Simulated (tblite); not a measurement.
C2H8O2Si.
Structure used (GFN2-xTB), in Å, numbered top down from 1:
```xyz
13
C2H8O2Si angstrom
C     -1.5086   -0.7066    0.2741
Si     0.0167    0.4125    0.0646
C      1.5884   -0.6255   -0.1722
O     -0.2163    1.4794   -1.1639
O      0.2366    1.3514    1.3751
H     -1.4625   -1.2558    1.2083
H     -1.5931   -1.4360   -0.5260
H     -2.4263   -0.1248    0.2842
H      1.4920   -1.3274   -0.9951
H      2.4469    0.0071   -0.3757
H      1.8113   -1.1997    0.7199
H     -0.3428    1.1648   -2.0535
H     -0.0467    2.2611    1.3425
```

Computed values, GFN2-xTB/tblite, gas phase, harmonic and unscaled. Errors from tens to a few hundred cm⁻¹ against measured bands are possible. One conformer, not necessarily the lowest.

Harmonic wavenumbers (cm⁻¹): 37.5, 75.5, 96.3, 175.1, 199.4, 224.1, 274.2, 278.0, 293.8, 655.2, 750.9, 780.1, 794.9, 808.7, 815.8, 823.7, 837.5, 906.3, 940.7, 1384.0, 1387.1, 1488.0, 1492.9, 1494.1, 1497.5, 3035.7, 3040.3, 3043.7, 3047.1, 3061.8, 3067.3, 3675.8, 3704.4.

A = 3635, B = 3509, C = 3193 MHz; mass 92.029 u (most abundant isotopes); point group C1, symmetry number 1.

Q: What is the zero-point energy?

A: Half the sum of the wavenumbers: 22094 cm⁻¹ = 264.30 kJ/mol.

Q: Give the ideal-gas entropy at 400 K and 1 bar in the rigid-rotor, harmonic-oscillator model (classical rotation).

A: Translation 171.36, rotation 114.42, vibration 141.43: S = 427.2 J/(mol K).

Q: And Cp and H(400 K) − H(0)?

A: Cp = 155.18 J/(mol K), of which vibrations give 121.92 (their classical limit is 33 R = 274.4); H(400 K) − H(0) = 40.87 kJ/mol without the zero-point energy, 27.57 from vibrations.

Q: What must be added to the electronic energy to get the Gibbs energy at 400 K and 1 bar?

A: ZPE + [H(400 K) − H(0)] − T·S = 264.30 + 40.87 − 170.88 = 134.29 kJ/mol.

Q: How do the functions run with temperature in this model?

A: 
```
T (K)  S (J/(mol K))  Cp (J/(mol K))  H − H(0) (kJ/mol)  G − H(0) (kJ/mol)  ln q(vib)
  100          275.6            76.7               5.42             -22.15       1.81
  200          338.1           105.5              14.60             -53.03       4.29
  300          386.0           131.9              26.48             -89.31       6.58
  500          463.9           174.1              57.37            -174.60      10.74
  800          555.0           213.3             115.97            -328.05      16.18
 1000          604.6           231.4             160.51            -444.14      19.38
```

q(vib) and H(0) count from the zero-point level.

Q: Blend soft modes into free rotors: weight 1/[1 + (100 cm⁻¹/ν̃)⁴] for the oscillator and the rest for a rotor with moment μB/(μ + B), μ = h/(8π²ν), B = 10⁻⁴⁴ kg m². What vibrational entropy results?

A: 127.92 J/(mol K) in place of 141.43, which changes −T·S at 400 K by +5.40 kJ/mol.

Hindered rotation and anharmonicity are outside this model. Other conformers, if any are populated, would add a mixing term that is left out.
